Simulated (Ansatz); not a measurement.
Basis-set extrapolation for C6H13N, SMILES `C1CCCNCC1` (PBE0-D4/def2-TZVP geometry, frozen core, the Gaussian-basis code of Ansatz). Multiplicity 1, RHF reference.

```json
{"": "HF", "def2-TZVPP": "-289.320588", "def2-QZVPP": "-289.334065"}
{"": "MP2 correlation", "def2-TZVPP": "-1.250007", "def2-QZVPP": "-1.329094"}
{"": "CCSD(T) correlation", "def2-TZVPP": "-1.368750", "def2-QZVPP": "not run"}
```

Energies in hartree. Use E(X) = E(∞) + A·exp(−7.88·√X) for Hartree–Fock and E(X) = E(∞) + B·X^(−2.97) for correlation, with X = 3 and 4, and add CCSD(T) minus MP2 of the smaller set to the MP2 limit.

Q: What is the CCSD(T) energy at the basis-set limit?

A: HF limit: -289.334065 + (-0.013477) × 0.13774 = -289.33592. MP2 limit: -1.329094 + (-0.079087) × 0.74074 = -1.38768. Higher-order term: -1.368750 − (-1.250007) = -0.11874. Total: -290.84234 hartree, 4.16 eV below CCSD(T)/def2-TZVPP.
